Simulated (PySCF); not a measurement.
SMILES CC(C)(C)[Te], doublet, PBE0/def2-SVP optimised geometry.

```
14

C      0.78     0.85    -1.24
C      0.30     0.10     0.00
C      0.73     0.83     1.27
C      0.81    -1.33     0.00
Te    -1.91     0.08     0.03
H      0.45     0.36    -2.17
H      1.88     0.88    -1.25
H      0.41     1.89    -1.25
H      0.36     1.87     1.30
H      0.38     0.31     2.18
H      1.83     0.87     1.31
H      0.48    -1.89    -0.89
H      0.47    -1.89     0.89
H      1.91    -1.33     0.00
```

Density from unrestricted PBE0/def2-TZVP, def2 effective core potentials past Kr run with PySCF at that geometry. The core electrons that the potentials of Te replace are not part of the density.

Minimum of the electron density along straight lines between bonded atoms, close to the bond critical point (lines longer than 1.1 times the sum of covalent radii, or with two minima, are not listed):

```csv
bond,length / Å,ρ at the minimum / e bohr⁻³,∇²ρ there / e bohr⁻⁵,position (fraction from the first atom)
C1–C2,1.523,0.249,-0.62,0.49
C2–C3,1.525,0.247,-0.61,0.51
C2–C4,1.523,0.249,-0.62,0.51
C2–Te5,2.217,[?],[?],0.48
C1–H6,1.101,0.272,-0.92,0.64
C1–H7,1.106,0.268,-0.89,0.64
C1–H8,1.100,0.274,-0.93,0.64
C3–H9,1.101,0.272,-0.92,0.64
C3–H10,1.101,0.272,-0.92,0.64
C3–H11,1.106,0.268,-0.89,0.64
C4–H12,1.101,0.272,-0.92,0.64
C4–H13,1.100,0.274,-0.93,0.64
C4–H14,1.106,0.268,-0.89,0.64
```

### Question
What belongs in the gaps?

### Answer

- C2–Te5, ρ at the minimum / e bohr⁻³: 0.106
- C2–Te5, ∇²ρ there / e bohr⁻⁵: -0.03
